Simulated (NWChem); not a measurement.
The numbers come from NWChem runs, not from measurements. System: HNaO, charge 0, spin multiplicity 1, at a geometry optimised with PBE0/def2-SVP. The structure started from a generated list of species. Level: real-time TD-PBE0/6-31G* (spherical d).

Job file:

```
start mol
memory heap 200 mb stack 900 mb global 1100 mb
geometry "system" units angstroms nocenter noautoz noautosym
  Na     0.000000     0.000000    -0.906784
  O      0.000000     0.000000     1.002004
  H      0.000000     0.000000     1.958588
end
set geometry "system"
basis spherical
  * library 6-31g*
end
dft
  xc pbe0
  semidirect memsize 60000000 filesize 0
  iterations 100
  convergence energy 1e-10 density 1e-9 gradient 1e-8
  tolerances tight
end
task dft energy
rt_tddft
  tmax 150.0
  dt 0.2
  tag "kick"
  print dipole
  field "kick"
    type delta
    polarization z
    max 0.0001
  end
  excite "system" with "kick"
end
task dft rt_tddft
```

Output (cleaned and shortened):

```
             Northwest Computational Chemistry Package (NWChem) 7.3.0
             --------------------------------------------------------

                                NWChem Input Module
                                -------------------

 Scaling coordinates for geometry "system" by  1.889725989
 (inverse scale =  0.529177249)

                              Geometry "system" -> ""
                              -----------------------

 Output coordinates in angstroms (scale by  1.889725989 to convert to a.u.)

  No.       Tag          Charge          X              Y              Z
 ---- ---------------- ---------- -------------- -------------- --------------
    1 Na                  11.0000     0.00000000     0.00000000    -0.90678400
    2 O                    8.0000     0.00000000     0.00000000     1.00200400
    3 H                    1.0000     0.00000000     0.00000000     1.95858800

 Effective nuclear repulsion energy (a.u.)      30.8534615413

            Nuclear Dipole moment (a.u.)
            ----------------------------
        X                 Y               Z
 ---------------- ---------------- ----------------
     0.0000000000     0.0000000000    -0.0000075589


 Summary of "ao basis" -> "" (spherical)
 ------------------------------------------------------------------------------
       Tag                 Description            Shells   Functions and Types
 ---------------- ------------------------------  ------  ---------------------
 *                           6-31g*                   on all atoms

                                 NWChem DFT Module
                                 -----------------

 Summary of "ao basis" -> "ao basis" (spherical)
 ------------------------------------------------------------------------------
       Tag                 Description            Shells   Functions and Types
 ---------------- ------------------------------  ------  ---------------------
 Na                          6-31g*                  8       18   4s3p1d
 O                           6-31g*                  6       14   3s2p1d
 H                           6-31g*                  2        2   2s
[...]
        18        0.00        2.19940803E-01
        19        0.00        2.45457685E-01
        20        0.00        3.84983605E-01
        21        0.00        3.84984194E-01
        22        0.00        4.36062430E-01
        23        0.00        4.36062430E-01
        24        0.00        5.19849170E-01
        25        0.00        1.00184053E+00
        26        0.00        1.12782087E+00
        27        0.00        1.12782087E+00
        28        0.00        1.26811749E+00
        29        0.00        1.67391077E+00
        30        0.00        1.96861529E+00
        31        0.00        1.96861530E+00
        32        0.00        1.97318531E+00
        33        0.00        1.97318531E+00
        34        0.00        2.60462504E+00

  int2e_file: Failed to allocate cache ... halving

kick      0.00000        ### Propagation started ###
kick      0.00000        ### Checks passed ###
kick      0.00000   0.000000000000E+000   0.000000000000E+000   1.000000000000E-004     # Applied E-field [system] (alpha spin)
kick      0.00000   0.000000000000E+000   0.000000000000E+000   1.000000000000E-004     # Applied E-field [system] (beta spin)
kick      0.00000   3.085346154126E+001     # Enuc
kick      0.00000  -3.953097711644E+002     # Ecore
kick      0.00000   1.498667160022E+002     # Ecoul
kick      0.00000  -2.331938161150E+001     # Exc(1)
kick      0.00000   0.000000000000E+000     # Exc(2)
kick      0.00000  -2.379089752325E+002     # Etot
kick      0.00000  -2.842170943040E-013     # Eadded
kick      0.00000   1.507999395889E-007   1.192248081032E-007  -2.156405176729E+000     # Dipole moment [system]
kick      0.00000        ### Saved restart file ###
kick      0.00000   2.563055101490E-009     # Magnus interpol (matrix 1 of 1)
kick      0.00000                     2     # Magnus total interpolations
kick      0.20000   0.000000000000E+000   0.000000000000E+000   0.000000000000E+000     # Applied E-field [system] (alpha spin)
kick      0.20000   0.000000000000E+000   0.000000000000E+000   0.000000000000E+000     # Applied E-field [system] (beta spin)
kick      0.20000   3.085346154126E+001     # Enuc
kick      0.20000  -3.953097775862E+002     # Ecore
kick      0.20000   1.498667226674E+002     # Ecoul
kick      0.20000  -2.331938185450E+001     # Exc(1)
kick      0.20000   0.000000000000E+000     # Exc(2)
kick      0.20000  -2.379089752321E+002     # Etot
kick      0.20000   4.275761966710E-010     # Eadded
kick      0.20000   1.507638061021E-007   1.191961576650E-007  -2.156395809140E+000     # Dipole moment [system]
kick      0.20000   2.530357479102E-009     # Magnus interpol (matrix 1 of 1)
kick      0.20000                     2     # Magnus total interpolations
kick      0.40000   0.000000000000E+000   0.000000000000E+000   0.000000000000E+000     # Applied E-field [system] (alpha spin)
kick      0.40000   0.000000000000E+000   0.000000000000E+000   0.000000000000E+000     # Applied E-field [system] (beta spin)
kick      0.40000   3.085346154126E+001     # Enuc
...
kick     26.20000  -2.331938165302E+001     # Exc(1)
kick     26.20000   0.000000000000E+000     # Exc(2)
kick     26.20000  -2.379089752364E+002     # Etot
kick     26.20000  -3.903721790266E-009     # Eadded
kick     26.20000  -8.615748228372E-008  -6.812920784203E-008  -2.156377387878E+000     # Dipole moment [system]
kick     26.20000   1.586952791399E-012     # Magnus interpol (matrix 1 of 1)
kick     26.20000                     2     # Magnus total interpolations
kick     26.40000   0.000000000000E+000   0.000000000000E+000   0.000000000000E+000     # Applied E-field [system] (alpha spin)
kick     26.40000   0.000000000000E+000   0.000000000000E+000   0.000000000000E+000     # Applied E-field [system] (beta spin)
kick     26.40000   3.085346154126E+001     # Enuc
kick     26.40000  -3.953098015606E+002     # Ecore
kick     26.40000
```
